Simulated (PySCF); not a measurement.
# The third ionisation energy along the 4d series

All values are computed (PySCF 2.14, energy differences of UHF-based or UKS calculations, no spin-orbit coupling). Values in eV. The last column holds reference values (NIST; (s) semi-empirical, (t) theoretical, else measured). Unmarked ones compare directly (S terms, centres of terms, or small fine structure); those marked * lie between the lowest fine-structure levels and include a spin-orbit shift.

```tsv
element	configurations	UHF	MP2 (valence)	SCS-MP2 (valence)	reference
Zr (x2c-TZVPall, spin-free X2C)	[Kr] 4d2 → [Kr] 4d1	22.373	22.450	22.399	23.170 (s) *
Nb (x2c-TZVPall, spin-free X2C)	[Kr] 4d3 → [Kr] 4d2	24.252	24.496	24.333	25.04 (s) *
Ag (x2c-TZVPall, spin-free X2C)	[Kr] 4d9 → [Kr] 4d8	32.960	34.376	34.271	34.8 ± 0.3 (s) *
Cd (x2c-TZVPall, spin-free X2C)	[Kr] 4d10 → [Kr] 4d9	35.941	37.411	37.244	37.468 ± 0.006 *
```

"Valence" correlates the outer s and p shells and, in groups 3 to 12 and the f block, the outer d or f shell, open or full, or the next shell where the ion has no valence electron left; the wider scheme adds the next inner shell.
